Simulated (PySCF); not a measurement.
Species: C₂H₇GeO, charge 0, multiplicity 2. It need not be the lowest isomer of its formula. SMILES: C[CH][O][GeH3]
Structure (B3LYP-D3(BJ)/def2-TZVP (Ansatz) minimum search):
```xyz
11

C      2.8783     0.1976    -0.4503
C      1.4774    -0.2767    -0.5447
O      0.6015     0.3051     0.3243
Ge    -1.1614    -0.0399     0.1599
H      2.9310     1.2847    -0.5563
H      3.4874    -0.2569    -1.2329
H      3.3350    -0.0516     0.5195
H      1.2562    -1.2944    -0.8621
H     -1.7799     0.5867     1.4127
H     -1.6686     0.6094    -1.1382
H     -1.3422    -1.5684     0.1148
```
Charge 0, spin multiplicity 2.

Dispersion corrections to the total energy (kcal/mol) from the dftd3 and dftd4 libraries through PySCF: D3(BJ) without and D4 with the three-body term, each with the damping fitted for the functional named.

```
functional  D3(BJ)      D4
----------  ------  ------
PBE0         -3.69   -3.55
TPSS           ___   -5.70
B2GP-PLYP    -2.84   -1.78
B3LYP          ___   -6.77
r2SCAN       -1.21   -1.06
revPBE         ___  -13.73
PW6B95       -2.20   -3.66
```

Task: What belongs in the gaps?

Result: 
- TPSS, D3(BJ): -5.37
- B3LYP, D3(BJ): -7.43
- revPBE, D3(BJ): -10.77
